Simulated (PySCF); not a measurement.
A calculated (UHF, PySCF 2.14, x2c-TZVPPall, scalar relativity by spin-free X2C-1e) atom or ion has these occupied shells.

```tsv
shell	electrons	orbital energy (eV)	rms radius, mean of both spins (bohr)
1s α	1	-50484.0	0.0249
1s β	1	-50483.9	0.0249
2s α	1	-8447.9	0.101
2s β	1	-8447.7	0.101
2p α	3	-7522.7	0.0907
2p β	3	-7522.6	0.0907
3s α	1	-1917.0	0.260
3s β	1	-1913.3	0.260
3p α	3	-1623.6	0.261
3p β	3	-1619.4	0.261
3d α	5	-1229.5	0.239
3d β	5	-1225.0	0.239
4s α	1	-406.18	0.589
4s β	1	-396.09	0.589
4p α	3	-307.25	0.625
4p β	3	-296.08	0.625
4d α	5	-166.92	0.691
4d β	5	-152.35	0.691
5s α	1	-56.766	1.47
5s β	1	-52.393	1.47
5p α	3	-30.493	1.75
5p β	3	-26.846	1.75
4f α	7	-13.234	1.01
4f β	1	-6.006	1.01
6s α	1	-4.978	4.98
5d α	1	-3.767	3.94
```

Q: Name the element and its charge.

A: Gd (gadolinium, neutral), in [Xe] 4f8 5d1 6s1, one real determinant (an excited configuration).
